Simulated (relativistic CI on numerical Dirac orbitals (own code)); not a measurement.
Ligand-field terms of d7

Computed with a parametric ligand-field model of a d^n configuration (Racah B and C, spin-orbit zeta, crystal field), exact diagonalisation.

Field parameters in Wybourne normalisation: Oh B⁴₀ = 21Dq, B⁴₄ = √(5/14) B⁴₀. The field is a parameter set, without covalency.

B = 860 cm⁻¹, C = 3320 cm⁻¹ (C/B = 3.86), Oh, no spin-orbit coupling. Tanabe-Sugano data, E/B above the lowest term (Δ = |10Dq|; b, c mark the second and third term of a kind):

| Δ/B | 4T1 | 4T2 | 4A2 | 4T1(b) | 2E | 2T1 | 2T2 | 2T1(b) |
| --- | --- | --- | --- | --- | --- | --- | --- | --- |
| 1.0 | 0.00 | 0.81 | 1.81 | 15.62 | 15.89 | 16.16 | 15.96 | 20.79 |
| 3.0 | 0.00 | 2.49 | 5.49 | 16.97 | 15.03 | 16.75 | 16.54 | 21.18 |
| 5.0 | 0.00 | 4.22 | 9.22 | 18.44 | 13.42 | 16.92 | 16.89 | 21.51 |
| 7.0 | 0.00 | 6.00 | 13.00 | 20.00 | 11.60 | 16.93 | 17.08 | 21.79 |
| 9.0 | 0.00 | 7.82 | 16.82 | 21.63 | 9.70 | 16.89 | 17.18 | 22.02 |
| 11.0 | 0.00 | 9.66 | 20.66 | 23.32 | 7.77 | 16.83 | 17.23 | 22.21 |
| 13.0 | 0.00 | 11.53 | 24.53 | 25.06 | 5.82 | 16.76 | 17.25 | 22.37 |
| 15.0 | 0.00 | 13.42 | 28.42 | 26.83 | 3.86 | 16.69 | 17.25 | 22.50 |
| 17.0 | 0.00 | 15.32 | 32.32 | 28.64 | 1.90 | 16.63 | 17.24 | 22.61 |
| 19.0 | 0.07 | 17.31 | 36.31 | 30.54 | 0.00 | 16.65 | 17.30 | 22.78 |
| 21.0 | 2.05 | 21.20 | 42.20 | 34.36 | 0.00 | 18.57 | 19.26 | 24.83 |
| 23.0 | 4.03 | 25.11 | 48.11 | 38.20 | 0.00 | 20.50 | 21.22 | 26.87 |
| 25.0 | 6.01 | 29.03 | 54.03 | 42.06 | 0.00 | 22.43 | 23.19 | 28.91 |
| 27.0 | 7.99 | 32.96 | 59.96 | 45.94 | 0.00 | 24.37 | 25.15 | 30.94 |
| 29.0 | 9.97 | 36.90 | 65.90 | 49.82 | 0.00 | 26.32 | 27.12 | 32.97 |
| 31.0 | 11.96 | 40.84 | 71.84 | 53.72 | 0.00 | 28.27 | 29.09 | 35.00 |
| 33.0 | 13.94 | 44.78 | 77.78 | 57.62 | 0.00 | 30.23 | 31.06 | 37.02 |
| 35.0 | 15.93 | 48.73 | 83.73 | 61.54 | 0.00 | 32.18 | 33.03 | 39.03 |
| 37.0 | 17.92 | 52.69 | 89.69 | 65.46 | 0.00 | 34.14 | 35.01 | 41.05 |
| 39.0 | 19.90 | 56.64 | 95.64 | 69.38 | 0.00 | 36.11 | 36.98 | 43.06 |
| 41.0 | 21.89 | 60.60 | 101.60 | 73.31 | 0.00 | 38.07 | 38.96 | 45.07 |
| 43.0 | 23.88 | 64.57 | 107.57 | 77.25 | 0.00 | 40.04 | 40.94 | 47.08 |
| 45.0 | 25.87 | 68.53 | 113.53 | 81.19 | 0.00 | 42.01 | 42.92 | 49.09 |
| 47.0 | 27.87 | 72.50 | 119.50 | 85.14 | 0.00 | 43.99 | 44.90 | 51.10 |

The ground term changes from 4T1 to 2E between Δ/B = 17.0 and 19.0.
